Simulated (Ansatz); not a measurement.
# Nudged elastic band run: C2H7GeIO

The input (input.yaml):

```yaml
crystal:
  periodic: [false, false, false]
  atoms:
    - { symbol: Ge, position_ang: [-1.146475, -0.867482, 1.123] }
    - { symbol: C, position_ang: [0.706601, -0.255954, 0.689577] }
    - { symbol: O, position_ang: [0.743897, 0.972167, -0.030475] }
    - { symbol: C, position_ang: [0.606712, 0.832849, -1.399268] }
    - { symbol: I, position_ang: [0.307488, 2.800673, -2.296898] }
    - { symbol: H, position_ang: [-1.985949, -1.042145, -0.159813] }
    - { symbol: H, position_ang: [-1.063368, -2.223511, 1.857386] }
    - { symbol: H, position_ang: [-1.823286, 0.17765, 2.029033] }
    - { symbol: H, position_ang: [1.266231, -1.05134, 0.161193] }
    - { symbol: H, position_ang: [1.22846, -0.072393, 1.641306] }
    - { symbol: H, position_ang: [-0.276704, 0.242847, -1.69613] }
    - { symbol: H, position_ang: [1.51339, 0.431339, -1.884911] }
basis:
  gaussian: { orbitals: def2-SVP }
hamiltonian:
  xc: b3lyp
neb:
  order_check: false
  images: 5
  f_tol: 0.03
  max_iterations: 58
  initial_path: idpp
  final_atoms:
    - { symbol: Ge, position_ang: [-0.99901983, -1.10452265, 1.095486] }
    - { symbol: C, position_ang: [0.64630392, -0.05020603, 0.68791523] }
    - { symbol: O, position_ang: [0.3743437, 1.18738695, 0.03274924] }
    - { symbol: C, position_ang: [0.20966877, 1.15664872, -1.30907185] }
    - { symbol: I, position_ang: [2.14824857, 0.87909712, -2.47311009] }
    - { symbol: H, position_ang: [-1.77888664, -1.41102576, -0.2001158] }
    - { symbol: H, position_ang: [-0.57782311, -2.42812384, 1.76635148] }
    - { symbol: H, position_ang: [-1.8995104, -0.29412829, 2.04761742] }
    - { symbol: H, position_ang: [1.36190087, -0.64744172, 0.09537878] }
    - { symbol: H, position_ang: [1.13610097, 0.20532663, 1.6388244] }
    - { symbol: H, position_ang: [-0.14623248, 2.1302021, -1.65996181] }
    - { symbol: H, position_ang: [-0.39809733, 0.32148676, -1.68806298] }
```

Launched with:

```bash
$ ansatz run input.yaml --threads 2 --pin off --max-ram 3072MiB --backend cpu --events-out ev --progress --plain --runs-dir out
```

Output, in part (warnings, iteration lines, the closing report on the highest movable image, with atoms numbered from 0):

```
NEB end point (image 0): max|allowed force component| = 4.856e-3 eV/Å (the criterion of neb.relax_end_points is 1.000e-2)
NEB end point (image 6): max|allowed force component| = 1.109e-2 eV/Å (the criterion of neb.relax_end_points is 1.000e-2)
NEB iter   1: max|band force component| = 1.230e0 eV/Å  barrier→ = 0.1813 eV  barrier← = 0.4622 eV  Δτ_max = 0.1998 Å  (191 SCF iters)
NEB iter   2: max|band force component| = 6.930e-1 eV/Å  barrier→ = 0.0707 eV  barrier← = 0.3516 eV  Δτ_max = 0.1095 Å  (155 SCF iters)
NEB iter   3: max|band force component| = 3.550e-1 eV/Å  barrier→ = 0.0051 eV  barrier← = 0.2860 eV  CI = image 1  Δτ_max = 0.1024 Å  (155 SCF iters)
NEB iter   4: max|band force component| = 3.136e-1 eV/Å  barrier→ = 0.0012 eV  barrier← = 0.2820 eV  CI = image 1  Δτ_max = 0.1417 Å  (159 SCF iters)
NEB iter   5: max|band force component| = 3.196e-1 eV/Å  barrier→ = -0.0008 eV  barrier← = 0.2801 eV  CI = image 1  Δτ_max = 0.0707 Å  (158 SCF iters)
NEB iter   6: max|band force component| = 2.586e-1 eV/Å  barrier→ = -0.0009 eV  barrier← = 0.2800 eV  CI = image 1  Δτ_max = 0.0708 Å  (150 SCF iters)
NEB iter   7: max|band force component| = 1.739e-1 eV/Å  barrier→ = -0.0010 eV  barrier← = 0.2799 eV  CI = image 1  Δτ_max = 0.0709 Å  (149 SCF iters)
NEB iter   8: max|band force component| = 1.065e-1 eV/Å  barrier→ = -0.0006 eV  barrier← = 0.2803 eV  CI = image 1  Δτ_max = 0.0705 Å  (155 SCF iters)
NEB iter   9: max|band force component| = 8.078e-2 eV/Å  barrier→ = -0.0006 eV  barrier← = 0.2803 eV  CI = image 1  Δτ_max = 0.0706 Å  (150 SCF iters)
NEB iter  10: max|band force component| = 5.762e-2 eV/Å  barrier→ = -0.0005 eV  barrier← = 0.2803 eV  CI = image 1  Δτ_max = 0.0705 Å  (152 SCF iters)
NEB iter  11: max|band force component| = 6.731e-2 eV/Å  barrier→ = -0.0005 eV  barrier← = 0.2804 eV  CI = image 1  Δτ_max = 0.0354 Å  (139 SCF iters)
NEB iter  12: max|band force component| = 4.508e-2 eV/Å  barrier→ = -0.0005 eV  barrier← = 0.2804 eV  CI = image 1  Δτ_max = 0.0354 Å  (132 SCF iters)
NEB iter  13: max|band force component| = 4.708e-2 eV/Å  barrier→ = -0.0004 eV  barrier← = 0.2805 eV  CI = image 1  Δτ_max = 0.0354 Å  (133 SCF iters)
NEB iter  14: max|band force component| = 3.446e-2 eV/Å  barrier→ = -0.0004 eV  barrier← = 0.2805 eV  CI = image 1  Δτ_max = 0.0354 Å  (127 SCF iters)
NEB iter  15: max|band force component| = 3.235e-2 eV/Å  barrier→ = -0.0004 eV  barrier← = 0.2805 eV  CI = image 1  Δτ_max = 0.0354 Å  (129 SCF iters)
NEB iter  16: max|band force component| = 3.045e-2 eV/Å  barrier→ = -0.0003 eV  barrier← = 0.2805 eV  CI = image 1  Δτ_max = 0.0354 Å  (132 SCF iters)
NEB iter  17: max|band force component| = 3.009e-2 eV/Å  barrier→ = -0.0003 eV  barrier← = 0.2806 eV  CI = image 1  Δτ_max = 0.0707 Å  (131 SCF iters)
NEB iter  18: max|band force component| = 3.864e-2 eV/Å  barrier→ = -0.0003 eV  barrier← = 0.2806 eV  CI = image 1  Δτ_max = 0.0707 Å  (153 SCF iters)
NEB iter  19: max|band force component| = 4.208e-2 eV/Å  barrier→ = -0.0003 eV  barrier← = 0.2806 eV  CI = image 1  Δτ_max = 0.0709 Å  (152 SCF iters)
NEB iter  20: max|band force component| = 4.965e-2 eV/Å  barrier→ = -0.0003 eV  barrier← = 0.2806 eV  CI = image 1  Δτ_max = 0.0706 Å  (151 SCF iters)
NEB iter  21: max|band force component| = 4.795e-2 eV/Å  barrier→ = -0.0002 eV  barrier← = 0.2806 eV  CI = image 1  Δτ_max = 0.0710 Å  (151 SCF iters)
NEB iter  22: max|band force component| = 4.595e-2 eV/Å  barrier→ = -0.0002 eV  barrier← = 0.2806 eV  CI = image 1  Δτ_max = 0.0710 Å  (151 SCF iters)
NEB iter  23: max|band force component| = 1.091e-1 eV/Å  barrier→ = -0.0002 eV  barrier← = 0.2807 eV  CI = image 1  Δτ_max = 0.0355 Å  (150 SCF iters)
NEB iter  24: max|band force component| = 4.822e-2 eV/Å  barrier→ = -0.0002 eV  barrier← = 0.2807 eV  CI = image 1  Δτ_max = 0.0709 Å  (145 SCF iters)
NEB iter  25: max|band force component| = 4.948e-2 eV/Å  barrier→ = -0.0002 eV  barrier← = 0.2807 eV  CI = image 1  Δτ_max = 0.0709 Å  (150 SCF iters)
NEB iter  26: max|band force component| = 4.625e-2 eV/Å  barrier→ = -0.0002 eV  barrier← = 0.2807 eV  CI = image 1  Δτ_max = 0.0708 Å  (150 SCF iters)
NEB iter  27: max|band force component| = 5.580e-2 eV/Å  barrier→ = -0.0002 eV  barrier← = 0.2807 eV  CI = image 1  Δτ_max = 0.0206 Å  (149 SCF iters)
NEB iter  28: max|band force component| = 4.925e-2 eV/Å  barrier→ = -0.0002 eV  barrier← = 0.2807 eV  CI = image 1  Δτ_max = 0.0355 Å  (127 SCF iters)
NEB iter  29: max|band force component| = 2.328e-2 eV/Å  barrier→ = -0.0002 eV  barrier← = 0.2807 eV  CI = image 1  Δτ_max = 0.0000 Å  (280 SCF iters)
Total energy: -68846.79621271 eV, -2530.0730947827 hartree
Atom 0 at    -1.129470    -0.910168     1.121011 Å, force     0.000021    -0.000213     0.000072 eV/Å
Atom 1 at     0.699289    -0.224161     0.695373 Å, force     0.000898     0.001901    -0.000202 eV/Å
Atom 2 at     0.692400     1.001831    -0.028487 Å, force    -0.001178    -0.002131     0.000034 eV/Å
Atom 3 at     0.566505     0.851505    -1.397714 Å, force     0.000487     0.000432     0.000786 eV/Å
Atom 4 at     0.479597     2.822313    -2.328228 Å, force     0.000492     0.000105     0.000007 eV/Å
Atom 5 at    -1.954905    -1.119287    -0.165816 Å, force     0.000031    -0.000223    -0.000014 eV/Å
Atom 6 at    -0.994344    -2.261946     1.855449 Å, force     0.000127     0.000063     0.000078 eV/Å
Atom 7 at    -1.854277     0.105018     2.024234 Å, force    -0.000102    -0.000020    -0.000058 eV/Å
Atom 8 at     1.290555    -0.998739     0.169878 Å, force     0.000023    -0.000146    -0.000259 eV/Å
Atom 9 at     1.209576    -0.018784     1.648903 Å, force    -0.000182     0.000167     0.000034 eV/Å
Atom 10 at    -0.365157     0.346386    -1.703702 Å, force     0.000013     0.000597    -0.000225 eV/Å
Atom 11 at     1.437228     0.350733    -1.856900 Å, force    -0.000630    -0.000532    -0.000252 eV/Å
Dipole moment:     0.074476    -0.483834     0.090626 e Å
```

The forces met the threshold. The highest image is an end point: on this band no image between the ends rises above it. Between wells the path still climbs a hump at image 5, 0.02 eV above the well before it.

Final band (atoms are numbered from 1 in the order of the input):

| image | path coordinate (Å) | energy (eV) | dihedral C2–O3–C4–I5 (°) |
| --- | --- | --- | --- |
| 0 | 0.00 | 0.000 | 169 |
| 1 | 0.31 | 0.000 | 177 |
| 2 | 1.73 | -0.037 | -133 |
| 3 | 3.16 | -0.255 | -86 |
| 4 | 4.58 | -0.278 | -68 |
| 5 | 6.00 | -0.262 | -75 |
| 6 | 7.43 | -0.281 | -74 |

The run took 8.4 min on 2 threads of Intel(R) Xeon(R) 6975P-C (Granite Rapids), on a shared host, peak memory 0.46 GiB.
